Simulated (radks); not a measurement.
The platinum anion Pt- inside a hard spherical wall (all orbitals vanish at R), configuration held at [Xe] 4f14 5d9 6s2 and not refilled when levels cross. Calculated with a radial shooting solver on a logarithmic mesh with Libxc functionals: scalar-relativistic Kohn-Sham, PBEsol, spin-polarised, spherical densities, finite nucleus; open shells are filled with parallel spins first (spin-orbit coupling, left out, can overturn this in heavy ions); Fermi nuclear charge, rms radius 5.427 fm. Eigenvalues in eV for spin up, with the zero of energy where the potential of the charges vanishes at infinity; a dash marks a level that is unbound or too diffuse for the functional's potential to be trusted. A positive occupied level is held by the wall or, in an anion where self-interaction has pushed it up, behind a barrier. The pressure on the wall is -dE/dV.

| R (bohr) | E (hartree) | kinetic (hartree) | e(4f) | e(5p) | e(6s) | e(5d) | e(7s, empty) | e(6p, empty) | pressure (GPa) |
|---|---|---|---|---|---|---|---|---|---|
| 20 | -18404.6310 | 20513.836 | -63.547 | -49.560 | 0.280 | 0.307 | 2.388 | 2.510 | < 0.0001 |
| 15 | -18404.6309 | 20513.837 | -63.530 | -49.544 | 0.295 | 0.324 | 3.256 | 3.199 | 0.000529 |
| 12 | -18404.6304 | 20513.841 | -63.474 | -49.486 | 0.344 | 0.381 | 4.374 | 3.763 | 0.00608 |
| 7 | -18404.6051 | 20513.986 | -62.423 | -48.431 | 1.288 | 1.377 | 12.082 | 6.286 | 1.12 |
| 6 | -18404.5640 | 20514.192 | -61.391 | -47.418 | 2.246 | 2.304 | 17.506 | 8.016 | 4.35 |
| 3.5 | -18403.3393 | 20519.212 | -48.117 | -35.388 | 17.032 | 13.546 | 76.297 | 29.584 | 356 |
| 3 | -18401.8587 | 20524.820 | -38.665 | -27.470 | 30.304 | 21.776 | 119.11 | 47.478 | 1170 |
| 2.5 | -18397.9933 | 20539.116 | -21.333 | -13.423 | 59.794 | 37.859 | 202.11 | 85.218 | 4690 |
| 2 | -18385.9328 | 20582.021 | 13.834 | 16.455 | 135.72 | 74.747 | 384.72 | 175.69 | 24900 |
